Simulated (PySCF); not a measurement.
A core-ionisation job on `CCOBOC`.

Method: delta-SCF UKS SCAN, pcX-2 on the ionised atom, pcseg-1 elsewhere, spin-free X2C (PySCF 2.14.0). Geometry: GFN2-xTB. The command runs a driver script over a list of jobs; the input below is this job's line of settings and its coordinates in Å.

Command:
```bash
OMP_NUM_THREADS=1 python probes_run.py task.json out
```

Input:
```
{"job": {"kind": "xps"}, "charge": 0, "multiplicity": 1}
C     -2.349016     0.084137     0.030002
C     -1.368589    -0.290870    -1.075345
O     -0.424593    -1.240975    -0.614287
B      0.808554    -0.912447    -0.204870
O      1.233399     0.373969    -0.230672
C      2.525785     0.769499     0.142510
H     -3.090465     0.779781    -0.354307
H     -2.853038    -0.805502     0.399322
H     -1.816224     0.550740     0.854754
H     -0.852315     0.604172    -1.437204
H     -1.902244    -0.762165    -1.908512
H      1.491318    -1.803295     0.155678
H      3.145975    -0.086644     0.421930
H      2.989814     1.292509    -0.697955
H      2.457225     1.455081     0.991388
```

Question: Estimate the output.

Answer: 
```
ground state, core basis on atom 0 (C), 160 functions
  cycle   1  E = -294.96928798  |g| = 7.70e-01
  cycle   2  E = -294.76404113  |g| = 1.28e+00
  cycle   3  E = -295.08549318  |g| = 1.30e-01
  cycle   4  E = -295.08866123  |g| = 4.77e-02
  cycle   5  E = -295.08912758  |g| = 1.73e-02
  cycle   6  E = -295.08917652  |g| = 8.44e-03
  cycle   7  E = -295.08918871  |g| = 1.67e-03
  cycle   8  E = -295.08919004  |g| = 4.80e-04
  E(ground) = -295.10468683 Eh
hole in C 1s of atom 0
  cycle   1  E = -283.85700649  |g| = 1.50e+00
  cycle   2  E = -283.33968504  |g| = 1.72e+00
  cycle   3  E = -284.36953819  |g| = 3.29e-01
  cycle   4  E = -284.39435665  |g| = 2.10e-01
  cycle   5  E = -284.40997352  |g| = 4.86e-02
  cycle   6  E = -284.41064538  |g| = 2.04e-02
  cycle   7  E = -284.41077531  |g| = 1.00e-02
  cycle   8  E = -284.41081381  |g| = 2.21e-03
  cycle   9  E = -284.41081663  |g| = 8.23e-04
  cycle  10  E = -284.41081795  |g| = 4.53e-04
  E(ion) = -284.42534143 Eh   <S^2> = 0.7670   hole on atom = 1.000   binding energy = 290.600 eV
ground state, core basis on atom 1 (C), 160 functions
  cycle   1  E = -295.09198989  |g| = 5.86e-02
  cycle   2  E = -295.09195671  |g| = 2.27e-02
  cycle   3  E = -295.09199485  |g| = 1.91e-02
  cycle   4  E = -295.09208546  |g| = 1.36e-03
  cycle   5  E = -295.09208691  |g| = 7.18e-04
  cycle   6  E = -295.09208597  |g| = 6.32e-05
  E(ground) = -295.10714553 Eh
hole in C 1s of atom 1
  cycle   1  E = -283.80336093  |g| = 1.50e+00
  cycle   2  E = -282.15739698  |g| = 2.32e+00
  cycle   3  E = -284.21199570  |g| = 5.86e-01
  cycle   4  E = -284.27420448  |g| = 4.78e-01
  cycle   5  E = -284.35503891  |g| = 1.13e-01
  cycle   6  E = -284.35966296  |g| = 3.60e-02
  cycle   7  E = -284.36013536  |g| = 1.49e-02
  cycle   8  E = -284.36021963  |g| = 5.37e-03
  cycle   9  E = -284.36023975  |g| = 1.92e-03
  cycle  10  E = -284.36024439  |g| = 1.01e-03
  cycle  11  E = -284.36024524  |g| = 4.01e-04
  E(ion) = -284.37434600 Eh   <S^2> = 0.7736   hole on atom = 1.000   binding energy = 292.054 eV
ground state, core basis on atom 2 (O), 160 functions
  cycle   1  E = -295.11910524  |g| = 1.01e-01
  cycle   2  E = -295.11798182  |g| = 9.16e-02
  cycle   3  E = -295.11885379  |g| = 6.03e-02
  cycle   4  E = -295.11947264  |g| = 8.99e-03
  cycle   5  E = -295.11948795  |g| = 1.45e-03
  cycle   6  E = -295.11948826  |g| = 3.66e-04
  E(ground) = -295.13241475 Eh
hole in O 1s of atom 2
  cycle   1  E = -274.51750462  |g| = 2.23e+00
  cycle   2  E = -273.94661805  |g| = 2.27e+00
  cycle   3  E = -275.23945325  |g| = 5.31e-01
  cycle   4  E = -275.24919185  |g| = 4.80e-01
  cycle   5  E = -275.33803782  |g| = 8.17e-02
  cycle   6  E = -275.34031081  |g| = 2.71e-02
  cycle   7  E = -275.34066208  |g| = 5.48e-03
  cycle   8  E = -275.34067587  |g| = 1.57e-03
  cycle   9  E = -275.34067686  |g| = 4.79e-04
  E(ion) = -275.35300954 Eh   <S^2> = 0.7618   hole on atom = 1.000   binding energy = 538.225 eV
ground state, core basis on atom 3 (B), 160 functions
  cycle   1  E = -295.08634142  |g| = 9.93e-02
  cycle   2  E = -295.08288097  |g| = 1.63e-01
  cycle   3  E = -295.08770572  |g| = 2.01e-02
  cycle   4  E = -295.08775335  |g| = 1.32e-02
  cycle   5  E = -295.08778622  |g| = 2.92e-03
  cycle   6  E = -295.08778817  |g| = 4.07e-04
  E(ground) = -295.10360042 Eh
hole in B 1s of atom 3
  cycle   1  E = -287.46728312  |g| = 1.17e+00
  cycle   2  E = -286.31381854  |g| = 1.76e+00
  cycle   3  E = -287.75874612  |g| = 4.26e-01
  cycle   4  E = -287.82485800  |g| = 2.74e-01
  cycle   5  E = -287.84549393  |g| = 1.86e-01
  cycle   6  E = -287.85920215  |g| = 4.03e-02
  cycle   7  E = -287.85988769  |g| = 1.37e-02
  cycle   8  E = -287.85996376  |g| = 8.48e-03
  cycle   9  E = -287.86000626  |g| = 3.20e-03
  cycle  10  E = -287.86001761  |g| = 1.71e-03
  cycle  11  E = -287.86002070  |g| = 6.74e-04
  cycle  12  E = -287.86002155  |g| = 1.27e-04
  E(ion) = -287.87478968 Eh   <S^2> = 0.7853   hole on atom = 1.000   binding energy = 196.706 eV
ground state, core basis on atom 4 (O), 160 functions
  cycle   1  E = -295.11939234  |g| = 1.02e-01
  cycle   2  E = -295.11821037  |g| = 9.48e-02
  cycle   3  E = -295.11915547  |g| = 5.97e-02
  cycle   4  E = -295.11975936  |g| = 8.59e-03
  cycle   5  E = -295.11977153  |g| = 1.14e-03
  cycle   6  E = -295.11977264  |g| = 2.43e-04
  E(ground) = -295.13208113 Eh
hole in O 1s of atom 4
  cycle   1  E = -274.51038106  |g| = 2.23e+00
  cycle   2  E = -273.98515197  |g| = 2.25e+00
  cycle   3  E = -275.21873574  |g| = 5.58e-01
  cycle   4  E = -275.21389748  |g| = 5.38e-01
  cycle   5  E = -275.32646896  |g| = 6.08e-02
  cycle   6  E = -275.32779652  |g| = 1.31e-02
  cycle   7  E = -275.32786542  |g| = 5.54e-03
  cycle   8  E = -275.32788005  |g| = 1.44e-03
  cycle   9  E = -275.32788050  |g| = 6.24e-04
  cycle  10  E = -275.32788148  |g| = 2.27e-04
  E(ion) = -275.34052128 Eh   <S^2> = 0.7618   hole on atom = 1.000   binding energy = 538.556 eV
ground state, core basis on atom 5 (C), 160 functions
  cycle   1  E = -295.08965996  |g| = 9.07e-02
  cycle   2  E = -295.08703454  |g| = 1.39e-01
  cycle   3  E = -295.09050513  |g| = 2.22e-02
  cycle   4  E = -295.09056773  |g| = 1.34e-02
  cycle   5  E = -295.09059875  |g| = 9.35e-04
  cycle   6  E = -295.09059881  |g| = 2.77e-04
  E(ground) = -295.10554621 Eh
hole in C 1s of atom 5
  cycle   1  E = -283.79714156  |g| = 1.50e+00
  cycle   2  E = -281.23237690  |g| = 2.44e+00
  cycle   3  E = -283.89348677  |g| = 1.01e+00
  cycle   4  E = -284.27113778  |g| = 4.31e-01
  cycle   5  E = -284.33526671  |g| = 1.34e-01
  cycle   6  E = -284.34081771  |g| = 4.97e-02
  cycle   7  E = -284.34197684  |g| = 1.38e-02
  cycle   8  E = -284.34204633  |g| = 8.51e-03
  cycle   9  E = -284.34207801  |g| = 2.67e-03
  cycle  10  E = -284.34208263  |g| = 1.47e-03
  cycle  11  E = -284.34208462  |g| = 4.83e-04
  E(ion) = -284.35618791 Eh   <S^2> = 0.7715   hole on atom = 1.000   binding energy = 292.505 eV
```

Cycles run on a coarse grid; E(ground) and E(ion) are re-evaluated on a finer one, so they differ from the last cycle. The program numbers atoms from 0.

Question: How does the 1s binding energy of B4 follow from the two total energies?

Answer: E(ion) − E(ground) = -287.87478968 − (-295.10360042) = 7.228811 Eh, times 27.211386 eV gives 196.71 eV.

Main results: C1s of C1 290.60 eV; C1s of C2 292.05 eV; O1s of O3 538.23 eV; B1s of B4 196.71 eV; O1s of O5 538.56 eV; C1s of C6 292.50 eV.

Isolated species at its GFN2-xTB geometry (one conformer only).

Question: Estimate the wall time. Hardware: one thread, Arm Neoverse V1 (aarch64), shared host. And the peak memory of the process?

Answer: About 57 s, with 0.61 GiB resident at the peak, the Python interpreter and its libraries included.
Labels such as C1 count atoms from 1, the log's own numbers from 0.
